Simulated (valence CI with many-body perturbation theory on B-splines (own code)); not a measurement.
**Bi76+ in brief**

Level of theory: configuration interaction combined with many-body perturbation theory (CI+MBPT): five valence electrons over a frozen Dirac-Fock core [He], radial functions for each j: 9 s, 9 p, 8 d, 6 f, 3 g, 1 h, with the one-electron correlation potential Σ1, the two-electron term Σ2, the three-electron term Σ3, Breit, model QED; selected CI, second order for the rest (own B-spline code, finite nucleus).

No measured spectrum was set against this ion. As an estimate, large intervals hold to a few tenths of a per cent, small ones and those within an open d or f shell to about a per cent. Among the levels kept, up to 1200 cm⁻¹ of a level comes from second order outside the variational space, and about a tenth of that is noise between levels of different J, which matters for small intervals.

Levels are named by their leading jj configuration (3d3/2^4 stands for four electrons in 3d with j = 3/2), which in mixed levels can hold well under half, so a name can repeat and another be missing.

Rates and lifetimes use the calculated energies. Strong lines usually hold to 10 to 20 %, long lifetimes can be off by a factor of two.

Question: What is the ground level?

Answer: (2s^2 2p1/2^2 2p3/2) J=3/2, composition 49 % 2s2 2p3 2P° + 27 % 2s2 2p3 2D° + 23 % 2s2 2p3 4S°, g = 1.297.

Question: Name the longest-lived excited levels whose lifetime is computed, and their main decay.

Answer: (2s^2 2p1/2 2p3/2^2) J=5/2 at 2411 eV lives 46.5 ps, mostly by M1 to (2s^2 2p1/2^2 2p3/2) J=3/2; (2s^2 2p1/2 2p3/2^2) J=1/2 at 2475 eV lives 15.0 ps, mostly by M1 to (2s^2 2p1/2^2 2p3/2) J=3/2; (2s^2 2p1/2 2p3/2^2) J=3/2 at 2388 eV lives 8.13 ps, mostly by M1 to (2s^2 2p1/2^2 2p3/2) J=3/2.

Question: Where does the other parity begin?

Answer: At (2s 2p1/2^2 2p3/2^2) J=5/2, 2806 eV.

Question: How well does LS coupling describe the low levels?

Answer: Among the lowest 20 levels the leading LS term, summed over configurations, holds 63 % on average. For single configurations the figures are 63 % in LS and 100 % in jj coupling. Terms mix most in the J = 3/2 level at 11919 eV, where the leading one holds 36 %.

Question: What is the ionisation energy?

Answer: 21305 eV; NIST lists 21300 ± 110 eV (theoretical).
